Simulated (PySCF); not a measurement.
# Stretching GeS

Set-up: PySCF, scalar-relativistic core potentials, basis sets Ge cc-pVTZ-PP with ECP10, S cc-pV(T+d)Z. Energies in eV from Ge + S in their ground configurations at the same level. State: ¹Σ⁺ (singlet), closed shell.

```tsv
R (Å)	PBE0
1.736	-3.936
1.816	-4.873
1.897	-5.387
1.958	-5.568
2.018	-5.614
2.079	-5.559
2.159	-5.366
2.260	-4.995
2.381	-4.437
2.543	-3.610
```

Put a parabola through the three lowest points of the PBE0 curve and estimate Re, k and ωe (reduced mass 22.32 u; 1 eV/Å² = 0.16022 mdyn/Å; ωe = 1302.8·√(k/μ) cm⁻¹).

Through R = 1.958, 2.018, 2.079 Å the second-order coefficient is 13.8 eV/Å², so Re ≈ 2.016 Å, k ≈ 4.42 mdyn/Å and ωe ≈ 580 cm⁻¹. A polynomial fit of higher order to the unrounded PBE0 energies gives Re = 2.013 Å, k = 4.57 mdyn/Å, ωe = 589 cm⁻¹; anharmonicity and rounding make the difference.

The higher-order fit for each curve: PBE0: Re = 2.013 Å, ωe = 589 cm⁻¹, De = 5.61 eV.
